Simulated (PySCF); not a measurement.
C₂Ni, SMILES [Ni]1[C][C]1 (connectivity only; charge and spin as stated), neutral, multiplicity 3.

Geometry optimised at PBE0-D3(BJ)/def2-TZVP. The spin state was assumed, not searched.

These are PBE/def2-TZVPD in PySCF values and carry that method's errors.

Gas-phase values at a fixed geometry.

Computed frontier levels, dipole moment and polarisability:
α spin, highest occupied and lowest empty level: -6.07 and -3.70 eV
β spin, highest occupied and lowest empty level: -6.05 and -5.18 eV
dipole moment: 4.39 D
quadrupole, principal values (traceless, Buckingham form, about the centre of nuclear charge): -3.49, 0.55, 2.94 D·Å
mean static polarisability: 48.2 bohr³ (7.14 Å³)
polarisability, principal values: 38.4, 47.8, 58.3 bohr³
⟨S²⟩: 2.008 (pure state 2.00)
